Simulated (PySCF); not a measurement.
# Ionisation energy of C⁺ by level of theory

C⁺ [He] 2s2 2p1 (2P) → C²⁺ [He] 2s2 (1S), as a difference of total energies. All numbers are calculated (PySCF 2.14, the non-relativistic Hamiltonian (point nucleus), in cc-pVTZ). Correlated levels: valence: 1s2 frozen. The calculations carry no spin-orbit coupling.

```
           method  ionisation energy (eV)
              UHF                  24.146
           M06-2X                  24.435
              PBE                  24.830
    MP2 (valence)                  24.356
SCS-MP2 (valence)                  24.316
   CCSD (valence)                  24.191
CCSD(T) (valence)                  24.222
```

Errors of the correlated levels include the incompleteness of this basis and the frozen core.

The coupled-cluster amplitudes are large for C²⁺ (T1 above 0.03 or a double amplitude above 0.15), so a single reference is strained.

Problem. Which method comes closest to the reference value, and which is furthest?

Solution. The reference is 24.378 eV (measured; NIST levels, between the centres of gravity of the two terms). Closest: MP2 (valence) (error -0.022 eV); furthest: PBE (error 0.452 eV).
